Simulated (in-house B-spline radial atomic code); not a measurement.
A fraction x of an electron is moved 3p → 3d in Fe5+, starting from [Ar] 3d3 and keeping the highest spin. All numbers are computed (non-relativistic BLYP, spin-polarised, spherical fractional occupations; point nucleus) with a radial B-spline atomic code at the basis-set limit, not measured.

```tsv
x	E(x) - E(0) (eV)	3p down level (eV)	3d up level (eV)
0	0.0000	-137.950	-87.886
0.125	6.2364	-137.775	-88.056
0.25	12.4298	-137.596	-88.222
0.375	?	?	?
0.5	24.6873	-137.227	-88.541
0.625	30.7517	-137.038	-88.695
0.75	?	?	?
0.875	42.7518	-136.649	-88.990
1	48.6878	-136.449	-89.132
```

(1) What belongs in the row x = 0.375?

(2) What belongs in the row x = 0.75?

(3) Check Janak's theorem between x = 0.125 and 0.25.

## Answers

(1) An energy change of 18.5800 eV; 3p down at -137.414 eV, 3d up at -88.383 eV.

(2) An energy change of 36.7731 eV; 3p down at -136.845 eV, 3d up at -88.844 eV.

(3) The slope of the energy is 49.55 eV; the orbital levels give 49.55 eV (ε of the receiving orbital less ε of the emptying one, averaged over the two points).
